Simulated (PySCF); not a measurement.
# [Tb(BH4)2]+: from a saddle point downhill

PySCF 2.14.0, RKS PBE0, Tb lcecp-1-SVP with ECP54, B def2-SVP, H def2-SVP; non-relativistic Hamiltonian with scalar-relativistic core potentials where named; density fitting; no spin-orbit coupling. Relaxed within the symmetry of its start, the geometry (C2) is

```xyz
11

Tb    0.0000    0.0000   -0.1958
B     2.0286   -0.0275    1.0443
H     3.0004   -0.0315    1.7434
H     1.1926   -0.9422    1.3296
H     2.2325   -0.1538   -0.1920
H     1.3316    1.0321    1.1462
B    -2.0286    0.0275    1.0443
H    -3.0004    0.0315    1.7434
H    -1.1926    0.9422    1.3296
H    -2.2325    0.1538   -0.1921
H    -1.3316   -1.0321    1.1462
```

and its lowest harmonic modes are -75, 126, 146, 544, 561, 609 cm⁻¹ (negative: unstable). It was moved along the lowest mode and relaxed again, within the group C2 that the move left.

(1) Where does it end, and how much lower?

(2) How do the contacts change?

(3) Is the end a minimum?

An lcecp potential fixes the number of 4f electrons, so in runs with it no electron can move into or out of that shell.

State: singlet in the valence, with the 4f electrons in the core potential.

Results:

(1) In C2, 0.003 eV lower, after 9 steps:
```xyz
11

Tb    0.0000    0.0000   -0.2014
B     2.0186   -0.0257    1.0529
H     2.9866   -0.0203    1.7577
H     1.1178   -0.8378    1.4339
H     2.2158   -0.3062   -0.1596
H     1.4011    1.0872    1.0247
B    -2.0186    0.0257    1.0529
H    -2.9866    0.0203    1.7576
H    -1.1178    0.8378    1.4339
H    -2.2158    0.3062   -0.1597
H    -1.4011   -1.0872    1.0247
```

(2) 
| contact | saddle (Å) | end (Å) |
| --- | --- | --- |
| Tb1–H4 (BH4) | 2.153 | 2.151 |
| Tb1–H9 (BH4) | 2.153 | 2.151 |


(3) Yes; lowest modes 114, 134, 144, 545, 562, 609 cm⁻¹.
